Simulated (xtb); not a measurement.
xtb job for Sn(OH) (HOSn), SMILES [OH][Sn] (connectivity only; charge and spin as stated), neutral, multiplicity 2, GFN2-xTB. 

```
$ xtb mol.xyz --gfn 2 --sp --chrg 0 --uhf 1 --json
$ cat mol.xyz
3

Sn    -0.00382160    -0.32023306     0.00000000
O      0.10145951     1.70962926    -0.00000000
H     -0.62059610     2.33461887     0.00000000
```

Log of the run:

```
[banner left out]
          |                Calculation Setup                |
           -------------------------------------------------



           -------------------------------------------------
          |                 G F N 2 - x T B                 |
           -------------------------------------------------

        Reference                      10.1021/acs.jctc.8b01176
      * Hamiltonian:
        H0-scaling (s, p, d)           1.850000    2.230000    2.230000
        zeta-weighting                 0.500000
      * Dispersion:
        s8                             2.700000
        a1                             0.520000
        a2                             5.000000
        s9                             5.000000
      * Repulsion:
        kExp                           1.500000    1.000000
        rExp                           1.000000
      * Coulomb:
        alpha                          2.000000
        third order                    shell-resolved
        anisotropic                    true
        a3                             3.000000
        a5                             4.000000
        cn-shift                       1.200000
        cn-exp                         4.000000
        max-rad                        5.000000


          ...................................................
          :                      SETUP                      :
          :.................................................:
          :  # basis functions                  15          :
          :  # atomic orbitals                  14          :
          :  # shells                            6          :
          :  # electrons                        11          :
          :  max. iterations                   250          :
          :  Hamiltonian                  GFN2-xTB          :
          :  restarted?                      false          :
          :  GBSA solvation                  false          :
          :  PC potential                    false          :
          :  electronic temp.          300.0000000     K    :
          :  accuracy                    1.0000000          :
          :  -> integral cutoff          0.2500000E+02      :
          :  -> integral neglect         0.1000000E-07      :
          :  -> SCF convergence          0.1000000E-05 Eh   :
          :  -> wf. convergence          0.1000000E-03 e    :
          :  Broyden damping             0.4000000          :
          :  net charge                          0          :
          :  unpaired electrons                  1          :
          ...................................................

 iter      E             dE          RMSdq      gap      omega  full diag
   1     -6.4664374 -0.646644E+01  0.355E+01    0.21       0.0  T
   2     -6.6112798 -0.144842E+00  0.209E+01    0.14       1.0  T
   3     -6.6727577 -0.614780E-01  0.103E+01    0.18       1.0  T
   4     -6.4668567  0.205901E+00  0.250E+01    0.37       1.0  T
   5     -6.6718420 -0.204985E+00  0.472E+00    0.24       1.0  T
   6     -6.6772559 -0.541397E-02  0.558E-01    0.25       1.0  T
   7     -6.6770672  0.188740E-03  0.102E+00    0.25       1.0  T
   8     -6.6775742 -0.507006E-03  0.267E-01    0.25       1.0  T
   9     -6.6776355 -0.612714E-04  0.193E-01    0.25       1.0  T
  10     -6.6776527 -0.172214E-04  0.118E-01    0.26       1.0  T
  11     -6.6776632 -0.105476E-04  0.164E-02    0.26       3.5  T
  12     -6.6776634 -0.147714E-06  0.286E-03    0.26      20.2  T
  13     -6.6776634 -0.281646E-08  0.337E-04    0.26     171.1  T
  14     -6.6776634  0.154809E-11  0.187E-04    0.26     309.3  T

   *** convergence criteria satisfied after 14 iterations ***

         #    Occupation            Energy/Eh            Energy/eV
      -------------------------------------------------------------
         1        2.0000           -0.7892859             -21.4776
         2        2.0000           -0.6360692             -17.3083
         3        2.0000           -0.5140660             -13.9884
         4        2.0000           -0.4295233             -11.6879
         5        2.0000           -0.4285588             -11.6617
         6        0.9930           -0.2625524              -7.1444 (HOMO)
         7        0.0070           -0.2531506              -6.8886 (LUMO)
         8                         -0.1563047              -4.2533
         9                         -0.1197969              -3.2598
        10                         -0.1195006              -3.2518
        11                         -0.0732371              -1.9929
       ...                                ...                  ...
        14                          0.3434322               9.3453
      -------------------------------------------------------------
                  HL-Gap            0.0094018 Eh            0.2558 eV
             Fermi-level           -0.3017035 Eh           -8.2098 eV

 SCC (total)                   0 d,  0 h,  0 min,  0.002 sec
 SCC setup                      ...        0 min,  0.000 sec (  4.566%)
 Dispersion                     ...        0 min,  0.000 sec (  1.620%)
 classical contributions        ...        0 min,  0.000 sec (  1.799%)
 integral evaluation            ...        0 min,  0.000 sec ( 12.543%)
 iterations                     ...        0 min,  0.001 sec ( 63.062%)
 molecular gradient             ...        0 min,  0.000 sec ( 13.020%)
 printout                       ...        0 min,  0.000 sec (  2.886%)

         :::::::::::::::::::::::::::::::::::::::::::::::::::::
         ::                     SUMMARY                     ::
         :::::::::::::::::::::::::::::::::::::::::::::::::::::
         :: total energy              -6.659242385813 Eh    ::
         :: gradient norm              0.000070950866 Eh/a0 ::
         :: HOMO-LUMO gap              0.255836781531 eV    ::
         ::.................................................::
         :: SCC energy                -6.677663383257 Eh    ::
         :: -> isotropic ES            0.030931126955 Eh    ::
         :: -> anisotropic ES          0.001922212085 Eh    ::
         :: -> anisotropic XC         -0.001586656749 Eh    ::
         :: -> dispersion             -0.000857269146 Eh    ::
         :: repulsion energy           0.018420997443 Eh    ::
         :: add. restraining           0.000000000000 Eh    ::
         :: total charge              -0.000000000000 e     ::
         :::::::::::::::::::::::::::::::::::::::::::::::::::::

           -------------------------------------------------
          |                Property Printout                |
           -------------------------------------------------

    * Orbital Energies and Occupations

         #    Occupation            Energy/Eh            Energy/eV
      -------------------------------------------------------------
         1        2.0000           -0.7892859             -21.4776
         2        2.0000           -0.6360692             -17.3083
         3        2.0000           -0.5140660             -13.9884
         4        2.0000           -0.4295233             -11.6879
         5        2.0000           -0.4285588             -11.6617
         6        0.9930           -0.2625524              -7.1444 (HOMO)
         7        0.0070           -0.2531506              -6.8886 (LUMO)
         8                         -0.1563047              -4.2533
         9                         -0.1197969              -3.2598
        10                         -0.1195006              -3.2518
        11                         -0.0732371              -1.9929
        12                         -0.0630158              -1.7147
        13                          0.0587926               1.5998
Note: The following floating-point exceptions are signalling: IEEE_DENORMAL
normal termination of xtb
        14                          0.3434322               9.3453
      -------------------------------------------------------------
                  HL-Gap            0.0094018 Eh            0.2558 eV
             Fermi-level           -0.3017035 Eh           -8.2098 eV

     #   Z          covCN         q      C6AA      α(0)
     1  50 Sn       0.764     0.239   508.615    49.561
     2   8 O        1.569    -0.524    23.483     6.539
     3   1 H        0.807     0.286     0.765     1.374

 Mol. C6AA /au·bohr⁶  :        778.637529
 Mol. C8AA /au·bohr⁸  :      75968.714938
 Mol. α(0) /au        :         57.473350


Wiberg/Mayer (AO) data.
largest (>0.10) Wiberg bond orders for each atom

 ---------------------------------------------------------------------------
     #   Z sym  total        # sym  WBO       # sym  WBO       # sym  WBO
 ---------------------------------------------------------------------------
     1  50 Sn   1.292 --     2 O    1.265
     2   8 O    2.155 --     1 Sn   1.265     3 H    0.891
     3   1 H    0.918 --     2 O    0.891
 ---------------------------------------------------------------------------

Topologies differ in total number of bonds
Writing topology from bond orders to xtbtopo.mol

molecular dipole:
                 x           y           z       tot (Debye)
 q only:       -0.437      -0.578       0.000
   full:       -0.551      -0.771       0.000       2.409
molecular quadrupole (traceless):
                xx          xy          yy          xz          yz          zz
 q only:        0.286      -2.703      -0.012       0.000       0.000      -0.274
  q+dip:        0.042      -3.535       0.585       0.000       0.000      -0.627
   full:       -1.654      -4.000      -0.896       0.000      -0.000       2.550


           -------------------------------------------------
          | TOTAL ENERGY               -6.659242385813 Eh   |
          | GRADIENT NORM               0.000070950866 Eh/α |
          | HOMO-LUMO GAP               0.255836781531 eV   |
           -------------------------------------------------

------------------------------------------------------------------------
------------------------------------------------------------------------
 total:
 SCF:
```

The run converged.

Cost: around 0.03 core-seconds (rough).
